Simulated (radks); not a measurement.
All-electron atom: Fe2+ in [Ar] 3d4.75 4p1.25 (fractional occupations, a model configuration).

All-electron calculation, Dirac Kohn-Sham, BLYP, spin-unpolarised, spherical densities, finite nucleus; open shells are shared between the two j in proportion to 2j + 1; Fermi nuclear charge, rms radius 3.7377 fm. Program: a radial shooting solver on a logarithmic mesh with Libxc functionals.

Energy parts (eV):
total: -34591.571
kinetic: 35075.875
electron-nucleus: -82102.522
Hartree: 13932.399
exchange-correlation: -1497.323

Orbitals (lengths in bohr, moments of r in powers of bohr):
[
 {"orbital": "1s1/2", "occ.": "2", "eigenvalue (eV)": "-7029.451", "<r^2>": "0.004595", "<1/r>": "25.98", "small-component weight": "8.75e-03"},
 {"orbital": "2s1/2", "occ.": "2", "eigenvalue (eV)": "-850.0336", "<r^2>": "0.08412", "<1/r>": "5.578", "small-component weight": "1.60e-03"},
 {"orbital": "2p1/2", "occ.": "2", "eigenvalue (eV)": "-737.2838", "<r^2>": "0.06709", "<1/r>": "5.526", "small-component weight": "1.59e-03"},
 {"orbital": "2p3/2", "occ.": "4", "eigenvalue (eV)": "-724.7953", "<r^2>": "0.06871", "<1/r>": "5.427", "small-component weight": "1.57e-03"},
 {"orbital": "3s1/2", "occ.": "2", "eigenvalue (eV)": "-122.7992", "<r^2>": "0.7429", "<1/r>": "1.769", "small-component weight": "3.56e-04"},
 {"orbital": "3p1/2", "occ.": "2", "eigenvalue (eV)": "-89.7109", "<r^2>": "0.8237", "<1/r>": "1.647", "small-component weight": "3.18e-04"},
 {"orbital": "3p3/2", "occ.": "4", "eigenvalue (eV)": "-88.1133", "<r^2>": "0.8409", "<1/r>": "1.625", "small-component weight": "3.13e-04"},
 {"orbital": "3d3/2", "occ.": "1.9", "eigenvalue (eV)": "-35.0971", "<r^2>": "1.235", "<1/r>": "1.318", "small-component weight": "2.18e-04"},
 {"orbital": "3d5/2", "occ.": "2.85", "eigenvalue (eV)": "-34.9170", "<r^2>": "1.244", "<1/r>": "1.313", "small-component weight": "2.16e-04"},
 {"orbital": "4p1/2", "occ.": "0.416667", "eigenvalue (eV)": "-17.4138", "<r^2>": "8.578", "<1/r>": "0.4752", "small-component weight": "4.26e-05"},
 {"orbital": "4p3/2", "occ.": "0.833333", "eigenvalue (eV)": "-17.2620", "<r^2>": "8.709", "<1/r>": "0.4710", "small-component weight": "4.21e-05"}
]

The highest occupied level is 4p3/2 at -17.262 eV. The density falls to 0.001 e/bohr^3 at r = 3.96 bohr. Summed over all electrons, <r^2> = 23.81 bohr^2, which gives a Langevin (diamagnetic) susceptibility term of -18.9 x 10^-6 cm^3/mol.

Run on one thread of a shared host, so times are rough (Arm Neoverse V2): 0.1 s of CPU time, 0.1 s wall, 17 iterations on 2198 mesh points.
